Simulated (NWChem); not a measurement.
The numbers come from NWChem runs, not from measurements. System: IIn, charge 0, spin multiplicity 1, displaced from the optimised geometry. The structure started from a generated list of species.

Job file:

```
start mol
memory heap 200 mb stack 900 mb global 1100 mb
geometry units angstroms nocenter noautoz
  In     0.000000     0.000000    -1.490193
  I      0.000000     0.000000     1.377726
  symmetry group C2v
end
basis spherical
  * library def2-svp
end
ecp
  In library def2-ecp
  I library def2-ecp
end
dft
  xc xpbe96 cpbe96
  semidirect memsize 60000000 filesize 0
  iterations 100
  convergence nodiis damp 40
end
task dft gradient
```

The output up to the point where the run's verdict is printed (cleaned and shortened):

```
             Northwest Computational Chemistry Package (NWChem) 7.3.0
             --------------------------------------------------------

                                NWChem Input Module
                                -------------------

 Scaling coordinates for geometry "geometry" by  1.889725989
 (inverse scale =  0.529177249)

 Turning off AUTOSYM since
 SYMMETRY directive was detected!

                             Geometry "geometry" -> ""
                             -------------------------

 Output coordinates in angstroms (scale by  1.889725989 to convert to a.u.)

  No.       Tag          Charge          X              Y              Z
 ---- ---------------- ---------- -------------- -------------- --------------
    1 In                  49.0000     0.00000000     0.00000000    -1.49019300
    2 I                   53.0000     0.00000000     0.00000000     1.37772600

 Effective nuclear repulsion energy (a.u.)     479.1883298141

            Nuclear Dipole moment (a.u.)
            ----------------------------
        X                 Y               Z
 ---------------- ---------------- ----------------
     0.0000000000     0.0000000000     0.0000396842

      Symmetry information
      --------------------

 Group name             C2v
 Group number             16
 Group order               4
 No. of unique centers     2

      Symmetry unique atoms

     1    2


 Summary of "ao basis" -> "" (spherical)
 ------------------------------------------------------------------------------
       Tag                 Description            Shells   Functions and Types
 ---------------- ------------------------------  ------  ---------------------
 *                          def2-svp                  on all atoms

 Summary of "ao basis" -> "ao basis" (spherical)
 ------------------------------------------------------------------------------
       Tag                 Description            Shells   Functions and Types
 ---------------- ------------------------------  ------  ---------------------
 In                         def2-svp                10       26   4s4p2d
[...]
 !! scf_movecs_sym_adapt:    8 vectors were symmetry contaminated

  Symmetry fudging

 !! scf_movecs_sym_adapt:    4 vectors were symmetry contaminated

 d= 0,ls=0.0         83   -321.1389518960 -6.51D+01  8.60D-01               8.6

 !! scf_movecs_sym_adapt:    6 vectors were symmetry contaminated

  Symmetry fudging

 !! scf_movecs_sym_adapt:    2 vectors were symmetry contaminated

 d= 0,ls=0.0         84   -256.0221254283  6.51D+01  8.60D-01               8.7

 !! scf_movecs_sym_adapt:   10 vectors were symmetry contaminated

  Symmetry fudging

 !! scf_movecs_sym_adapt:    2 vectors were symmetry contaminated

 d= 0,ls=0.0         85   -321.1389518960 -6.51D+01  8.60D-01               8.8

 !! scf_movecs_sym_adapt:    8 vectors were symmetry contaminated

  Symmetry fudging
 d= 0,ls=0.0         86   -256.0221254283  6.51D+01  8.60D-01               9.0

 !! scf_movecs_sym_adapt:   10 vectors were symmetry contaminated

  Symmetry fudging

 !! scf_movecs_sym_adapt:    4 vectors were symmetry contaminated

 d= 0,ls=0.0         87   -321.1389518960 -6.51D+01  8.60D-01               9.1

 !! scf_movecs_sym_adapt:   10 vectors were symmetry contaminated

  Symmetry fudging
 d= 0,ls=0.0         88   -256.0221254283  6.51D+01  8.60D-01               9.2

 !! scf_movecs_sym_adapt:    8 vectors were symmetry contaminated

  Symmetry fudging

 !! scf_movecs_sym_adapt:    4 vectors were symmetry contaminated

 d= 0,ls=0.0         89   -321.1389518960 -6.51D+01  8.60D-01               9.3

 !! scf_movecs_sym_adapt:    4 vectors were symmetry contaminated

  Symmetry fudging

 !! scf_movecs_sym_adapt:    2 vectors were symmetry contaminated

 d= 0,ls=0.0         90   -256.0221254283  6.51D+01  8.60D-01               9.4

 !! scf_movecs_sym_adapt:   10 vectors were symmetry contaminated

  Symmetry fudging

 !! scf_movecs_sym_adapt:    4 vectors were symmetry contaminated

 d= 0,ls=0.0         91   -321.1389518960 -6.51D+01  8.60D-01               9.5

 !! scf_movecs_sym_adapt:    8 vectors were symmetry contaminated

  Symmetry fudging

 !! scf_movecs_sym_adapt:    4 vectors were symmetry contaminated

 d= 0,ls=0.0         92   -256.0221254283  6.51D+01  8.60D-01               9.6

 !! scf_movecs_sym_adapt:   10 vectors were symmetry contaminated

  Symmetry fudging

 !! scf_movecs_sym_adapt:    6 vectors were symmetry contaminated

 d= 0,ls=0.0         93   -321.1389518960 -6.51D+01  8.60D-01               9.7

 !! scf_movecs_sym_adapt:    6 vectors were symmetry contaminated

  Symmetry fudging
 d= 0,ls=0.0         94   -256.0221254283  6.51D+01  8.60D-01               9.8

 !! scf_movecs_sym_adapt:   10 vectors were symmetry contaminated

  Symmetry fudging

 !! scf_movecs_sym_adapt:    4 vectors were symmetry contaminated

 d= 0,ls=0.0         95   -321.1389518960 -6.51D+01  8.60D-01               9.9

 !! scf_movecs_sym_adapt:   10 vectors were symmetry contaminated

  Symmetry fudging

 !! scf_movecs_sym_adapt:    2 vectors were symmetry contaminated

 d= 0,ls=0.0         96   -256.0221254283  6.51D+01  8.60D-01              10.0

 !! scf_movecs_sym_adapt:    8 vectors were symmetry contaminated

  Symmetry fudging

 !! scf_movecs_sym_adapt:    6 vectors were symmetry contaminated

 d= 0,ls=0.0         97   -321.1389518960 -6.51D+01  8.60D-01              10.1

 !! scf_movecs_sym_adapt:    8 vectors were symmetry contaminated

  Symmetry fudging
 d= 0,ls=0.0         98   -256.0221254283  6.51D+01  8.60D-01              10.2

 !! scf_movecs_sym_adapt:    8 vectors were symmetry contaminated

  Symmetry fudging

 !! scf_movecs_sym_adapt:    6 vectors were symmetry contaminated

 d= 0,ls=0.0         99   -321.1389518960 -6.51D+01  8.60D-01              10.3

 !! scf_movecs_sym_adapt:    8 vectors were symmetry contaminated

  Symmetry fudging

 !! scf_movecs_sym_adapt:    2 vectors were symmetry contaminated

 d= 0,ls=0.0        100   -256.0221254283  6.51D+01  8.60D-01              10.4
```

Convergence was not reached. The next line reads: Calculation failed to converge. NWChem stopped with the message: dft gradient failed.
